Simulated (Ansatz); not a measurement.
Geometry optimisation, RKS B3LYP/def2-SVP (Ansatz 0.2.0).

Input:

```yaml
crystal:
  periodic: [false, false, false]
  atoms:
    - { symbol: Hf, position_ang: [-0.542726, -0.03976, -0.417093] }
    - { symbol: F, position_ang: [0.060924, 0.129626, 2.694536] }
    - { symbol: F, position_ang: [1.265813, -0.12925, 0.17396] }
    - { symbol: F, position_ang: [-0.686747, 1.549565, -1.438943] }
    - { symbol: F, position_ang: [-0.714486, -1.468437, -1.653253] }
    - { symbol: Cl, position_ang: [-2.541725, -0.117072, 1.05912] }
    - { symbol: H, position_ang: [-0.825853, 0.075329, 2.957674] }
basis:
  gaussian: { orbitals: def2-SVP }
hamiltonian:
  xc: b3lyp
relax:
  f_tol: 0.03
  max_steps: 50
```

Run as:

```bash
$ ansatz run input.yaml --threads 2 --pin off --max-ram 3072MiB --backend cpu --events-out ev --progress --plain --runs-dir out
```

**Question.** Where does it end, and by what steps?

**Answer.** The run converged. After 15 steps the energy has fallen by 0.513 eV; F2 moved furthest, 1.05 Å. Joined: Hf1–F2 (3.17 → 2.39 Å).

```tsv
step	energy less start (eV)	largest force component (eV/Å)	accepted
0	0.0000	0.903	yes
1	-0.0578	1.049	yes
2	-0.1694	0.522	yes
3	-0.3036	0.195	yes
4	-0.2542	1.422	no
5	-0.3397	0.107	yes
6	-0.3600	0.114	yes
7	-0.3704	0.517	yes
8	-0.4290	0.407	yes
9	-0.4864	0.355	yes
10	-0.5011	0.488	yes
11	-0.4616	1.021	no
12	-0.5074	0.331	yes
13	-0.5116	0.092	yes
14	-0.5130	0.032	yes
15	-0.5130	0.012	yes
```

```xyz
7
Properties=species:S:1:pos:R:3
Hf -0.463 -0.167 -0.138
F -0.195 0.872 2.002
F 1.288 -0.819 0.256
F -0.514 1.651 -0.718
F -0.871 -1.099 -1.746
Cl -2.282 -0.934 1.281
H -0.948 0.496 2.439
```

Whether the end is a true minimum wasn't checked by a vibrational analysis.

The run took 69 s on 2 threads of Arm Neoverse V1 (shared host), peak memory 0.27 GiB.
